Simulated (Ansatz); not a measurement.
Stepwise reaction of `O=C=NB(F)F` with hydrogen, as a gas-phase model of exchange steps in deposition or etching. ΔE in kJ/mol; ΔG adds harmonic PBE0-D4 terms to CCSD(T)/CBS, at 1 bar.

Isolated molecules relaxed with PBE0-D4/def2-TZVP in Ansatz; ΔE leaves out vibrations. CCSD(T)/CBS adds triple-zeta CCSD(T) − MP2 to the extrapolated MP2 energy (def2 sets, frozen cores). This one scheme is used for every species. DFT in def2-TZVPP. B3LYP here is the variant with VWN-RPA as its local correlation; programs differ in this. One conformer a species, not always the lowest.

| step | reaction | PBE-D4 | B3LYP-D4 | ωB97M-V | CCSD(T)/CBS | ΔG(600 K) |
| --- | --- | --- | --- | --- | --- | --- |
| 1 | `O=C=NB(F)F` + H₂ → `O=C=NBF` + H–F | 117.7 | 121.8 | 122.6 | 114.8 | 113.4 |

(1) Give the row of step 2, `O=C=NBF` + H₂ → `BN=C=O` + H–F. (Best estimate.)

(2) By hand: ΔE of the 2 steps together at CCSD(T)/CBS.

Results:

(1) Ansatz gave: 
```csv
step,reaction,PBE-D4,B3LYP-D4,ωB97M-V,CCSD(T)/CBS,ΔG(600 K)
2,`O=C=NBF` + H₂ → `BN=C=O` + H–F,130.9,132.9,134.4,126.7,121.8
```

(2) (114.8) + (126.7) = 241.5 kJ/mol, or 120.8 kJ/mol a step.

In ΔE each step is higher than the one before. All are uphill at CCSD(T)/CBS. ΔG lies between 113.4 and 121.8 kJ/mol a step. PBE-D4 differs from CCSD(T)/CBS by 2.9 to 4.2 kJ/mol a step. Isolated molecules leave out the surface, adducts and barriers. Largest T1 diagnostic: 0.017.
